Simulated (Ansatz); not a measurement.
System: CH2N, net charge -1, singlet state. 
Coordinates optimised at B3LYP-D3(BJ)/def2-TZVP (Ansatz, a first-principles code):
```xyz
4

C     -0.4716     0.0990     0.0495
N      0.7299    -0.1532    -0.0767
H     -1.3284    -0.6706     0.1410
H     -0.9510     1.1489     0.0984
```
Charge -1, spin multiplicity 1.

Parts of the frozen-core correlation energy in cc-pVDZ (Ansatz, hartree). Frozen orbitals: 2; correlated occupied orbitals by spin: 6 and 6; virtual: 30 and 30. Spin-orbit coupling is left out. Non-relativistic.

```
term                           value
-------------------------  ---------
reference (HF)             -93.37585
MP2 opposite-spin                  ?
MP2 same-spin                      ?
CCSD correlation                   ?
(T)                         -0.01152
CCSDT minus CCSD(T)         -0.00050
CCSDT(Q) minus CCSD(T)      -0.00158
T1 diagnostic                  0.021
largest doubles amplitude      0.116
```

Question: Fill in the missing entries.

Answer: 
- MP2 opposite-spin, value: -0.22779
- MP2 same-spin, value: -0.07534
- CCSD correlation, value: -0.32321
